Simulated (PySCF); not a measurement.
# Molecular orbitals of KH

PBE0 at R = 2.261 Å; K x2c-TZVPall, H x2c-TZVPall; spin-free X2C with a Gaussian nucleus (PySCF 2.14). State: ¹Σ⁺ (singlet), closed shell. Only the outer orbitals are listed, counted within each symmetry.

| orbital | occ. | ε (eV) | on K (%) | main shells (%) |
| --- | --- | --- | --- | --- |
| 4σ | 2 | -38.40 | 100 | 100 K s |
| 2π | 2 | -20.56 | 100 | 100 K p |
| 2π | 2 | -20.56 | 100 | 100 K p |
| 5σ | 2 | -20.39 | 100 | 100 K p |
| 6σ | 2 | -4.28 | 33 | 67 H s, 22 K s |
| 7σ | 0 | -1.12 | 94 | 62 K s, 31 K p |
| 3π | 0 | 0.43 | 100 | 95 K p |
| 3π | 0 | 0.43 | 100 | 95 K p |

Which are the highest filled and the lowest empty level, where do they sit, and how wide is the gap?

Highest filled 6σ at -4.28 eV (in %: 67 H s, 22 K s); lowest empty 7σ at -1.12 eV (in %: 62 K s, 31 K p); the gap at PBE0 is 3.16 eV.

| Quantity | Value |
| --- | --- |
| bond order (Mayer) | 0.88 |
| ⟨S²⟩ | 0.000 |
| charge on K (Mulliken, basis-dependent) | 0.35 |
| charge on K (Löwdin, basis-dependent) | 0.29 |
| dipole moment (positive dipole means K(−)H(+)) | -7.78 D |
| polarisability along the bond | 70.5 bohr³ |
| polarisability across the bond | 45.4 bohr³ |
